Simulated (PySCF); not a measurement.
# GaF at PBE0

Level: PBE0. PySCF, scalar-relativistic core potentials, basis sets Ga cc-pVTZ-PP with ECP10, F cc-pVTZ.

For GaF, the state is ¹Σ⁺ (singlet), closed shell. The bond length is 1.785 Å and the harmonic wavenumber is 620 cm⁻¹. The force constant is 3.37 mdyn/Å and the rotational constant Be is 0.3552 cm⁻¹. The anharmonicity ωexe is 3.03 cm⁻¹. The vibration–rotation constant αe is 0.00269 cm⁻¹, the well depth De to Ga + F is 5.92 eV and the dissociation energy D0 is 5.89 eV. The HOMO–LUMO gap is 6.53 eV, the bond order (Mayer) is 1.02 and the dipole moment (positive dipole means Ga(−)F(+)) is -2.25 D.
